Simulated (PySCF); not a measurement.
# [Er(OH)4]− relaxed at several levels

Computed with PySCF 2.14.0, def2-SVP on the ligands, density fitting, scalar-relativistic core potentials, no spin-orbit coupling, vacuum. Each row is relaxed at its own level from the same template. Distances are means of the shortest metal–ligand contacts, charges and spins Mulliken's; removal energies are rigid, with the ligand's formal charge and no counterpoise, so too large; for an anion taken off a cation in vacuum most of it is the attraction of opposite charges, and multiply charged cations can part far more cheaply with an electron moved from ligand to metal. lcecp potentials hold a fixed number of 4f electrons in the core, out of states, spins and gaps.

| level | basis on the metal | point group | M–OH (Å) | charge on M (e) | removal of one OH (eV) | unstable modes (below −25 cm⁻¹) |
| --- | --- | --- | --- | --- | --- | --- |
| PBE0 | lcecp-1-SVP with ECP57 | S4 | 2.093 | 0.78 | 5.77 | 1 (soft) |

Problem. What does the calculation give for BP86, lcecp-1-SVP with ECP57?

Solution. point group: C1, M–OH (Å): 2.126, charge on M (e): 0.48, removal of one OH (eV): 6.03, unstable modes (below −25 cm⁻¹): 1.
```xyz
9

Er    0.0267    0.0182   -0.0050
O     1.1742    1.3034    1.2267
H     2.0906    1.4918    1.4789
O    -1.1741   -1.2891    1.1768
H    -2.0926   -1.5200    0.9535
O     1.2792   -1.2138   -1.2056
H     1.3217   -2.1843   -1.2301
O    -1.3065    1.1363   -1.2261
H    -1.6809    2.0310   -1.1798
```

Members with unstable modes aren't minima as they stand: saddle points kept by symmetry or, where the modes are soft, flat surfaces and noise. Moved off a saddle point of the template and relaxed again: BP86. One start shape was tried for each, so a minimum needn't be the lowest isomer.
